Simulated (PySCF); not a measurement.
# What binds TaH: the parts of the energy along the bond

State: ⁵Δ, quintet, unpaired electrons σ ↑, π ↑↑, δ ↑. ROHF-based CCSD(T) in PySCF 2.14 with Ta cc-pVTZ-PP with ECP60, H cc-pVTZ and Ta cc-pVQZ-PP with ECP60, H cc-pVQZ (frozen core orbitals: 4; scalar-relativistic core potentials). Correlation energies are extrapolated as n⁻³ (n = 3, 4), Hartree–Fock as (n+1)·exp(−9√n). CV is the change on freezing 0 orbitals instead, in Ta cc-pwCVTZ-PP with ECP60, H cc-pVTZ. All energies in eV from Ta (5d3 6s2) + H.

| R (Å) | HF/CBS | CCSD corr. | (T) | CV | total |
| --- | --- | --- | --- | --- | --- |
| 1.5643 | -1.713 | -0.340 | 0.0483 | -0.0399 | -2.045 |
| 1.6354 | -1.972 | -0.299 | 0.0511 | -0.0223 | -2.243 |
| 1.7065 | -2.127 | -0.262 | 0.0535 | -0.0072 | -2.343 |
| 1.7776 | -2.200 | -0.230 | 0.0555 | 0.0059 | -2.368 |
| 1.8487 | -2.210 | -0.201 | 0.0569 | 0.0170 | -2.337 |
| 1.9376 | -2.156 | -0.171 | 0.0580 | 0.0285 | -2.240 |
| 2.0265 | -2.048 | -0.146 | 0.0583 | 0.0378 | -2.098 |

A fit to the total gives Re = 1.7704 Å, De = 2.368 eV, ωe = 1761.9 cm⁻¹, Be = 5.366 cm⁻¹ (masses 180.9480 and 1.0078 u).

Q: At R = 1.7776 Å the CCSD correlation energy is -0.093864 hartree in the smaller basis and -0.097691 in the larger. Extrapolate it.

A: (4³·E4 − 3³·E3)/(4³ − 3³) = -0.10048 hartree; the larger basis holds 97.2 % of it.

The T1 diagnostic is 0.042, large enough to doubt a single reference. The state was picked by a PBE0 search and need not be the measured ground state. Spin–orbit coupling, excitations beyond (T) and corrections to the Born–Oppenheimer picture are left out, and spin–orbit coupling matters for open p, d or f shells this heavy.
